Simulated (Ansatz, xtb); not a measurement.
**C4H5FN2Se: which of two isomers lies lower**

We compare I, `C[Se]c1ncc(F)[nH]1`, a singlet, with II, `C[C@H](F)c1cn[se]n1`, a singlet. Both are isolated molecules in the gas phase, relaxed with B3LYP-D3(BJ)/def2-SVP; the shapes shown needn't be the lowest conformers.

I (Å):

```xyz
13

C     0.4633   -1.5324   -1.4056
C    -1.1667    0.7915   -1.2780
C    -0.8243    2.3078    0.2245
C    -1.9167    2.7041   -0.4963
F    -2.7078    3.7628   -0.4177
N    -0.3708    1.1041   -0.2864
N    -2.1444    1.7439   -1.4574
Se   -1.0486   -0.7598   -2.3789
H     0.7275   -2.4593   -1.9317
H     1.2977   -0.8218   -1.4161
H     0.1643   -1.7400   -0.3715
H    -0.3495    2.8109    1.0635
H    -2.8909    1.7527   -2.1424
```

II (Å):

| atom | x (Å) | y (Å) | z (Å) |
| --- | --- | --- | --- |
| C | 0.1539 | -0.8284 | -0.6527 |
| C | 0.0501 | 0.6782 | -0.5108 |
| C | -1.1083 | 1.2675 | -1.2862 |
| C | -2.1151 | 2.1274 | -0.6862 |
| F | -0.1091 | 1.0119 | 0.8308 |
| N | -3.0562 | 2.5687 | -1.4760 |
| N | -1.2436 | 1.0189 | -2.5619 |
| Se | -2.7282 | 1.8991 | -3.1348 |
| H | 0.2639 | -1.0892 | -1.7148 |
| H | -0.7585 | -1.3071 | -0.2665 |
| H | 1.0214 | -1.2054 | -0.0917 |
| H | 0.9833 | 1.1597 | -0.8543 |
| H | -2.1087 | 2.4045 | 0.3710 |

Q: Estimate E(II) − E(I) at the level CCSD(T)/def2-SVP + ΔMP2/def2-TZVPP.

A: Not settled: CCSD(T)/def2-SVP + ΔMP2/def2-TZVPP gives E(II) − E(I) = −3.2 kcal/mol, but this leans on the basis-set step: CCSD(T) alone gives +1.2 kcal/mol.

How the difference moves with the method:

```tsv
level	geometry	E(II) − E(I) (kcal/mol)	departure from the last row (kcal/mol)	job, with rough time for the two
GFN2-xTB	GFN2-xTB	+2.6	+5.7	optimisation, 1.3 s
HF/STO-3G	GFN2-xTB	+11.5	+14.7	single point, 1.4 s
r2SCAN-D4/def2-SVP	GFN2-xTB	+6.4	+9.5	single point, 7.7 s
B3LYP-D3(BJ)/def2-SVP	B3LYP-D3(BJ)/def2-SVP	+5.3	+8.5	optimisation, 3.1 min
HF/def2-SVP	B3LYP-D3(BJ)/def2-SVP	+10.8	+14.0	part of the CCSD(T) run
MP2/def2-SVP	B3LYP-D3(BJ)/def2-SVP	+2.5	+5.6	part of the CCSD(T) run
CCSD(T)/def2-SVP	B3LYP-D3(BJ)/def2-SVP	+1.2	+4.4	single point
CCSD(T)/def2-SVP + ΔMP2/def2-TZVPP	B3LYP-D3(BJ)/def2-SVP	−3.2		single point, 4 min
```

As drawn, II has 2 C–C, 2 N∷Se, 1 C–H in place of 2 C–Se, 2 C∷N, 1 N–H (∷ is an aromatic bond).

GFN2-xTB, HF/STO-3G, r2SCAN-D4/def2-SVP, B3LYP-D3(BJ)/def2-SVP, HF/def2-SVP, MP2/def2-SVP, CCSD(T)/def2-SVP put the two in the other order. The largest departure from CCSD(T)/def2-SVP + ΔMP2/def2-TZVPP is that of HF/STO-3G, 14.7 kcal/mol. The last row adds to CCSD(T) the change of the MP2 difference between the two basis sets, here −4.4 kcal/mol, a large step that makes the value less sure.

With thermal terms from frequencies at re-optimised GFN2-xTB minima (ideal gas, soft modes damped towards free rotors, one conformer each, 298.15 K, 1 atm): on the last row, ΔE + ΔZPE = −2.7, ΔH = −3.0, ΔG = −2.1 kcal/mol.

The correlated steps freeze 16 core orbitals; the filled d shell of Se is correlated, in a basis made for valence electrons. Mirror images aren't counted in ΔG. Programs: Ansatz 0.2.0, xtb 6.7.1; the last row on 2 threads of Intel(R) Xeon(R) Processor @ 2.70GHz on a shared host.
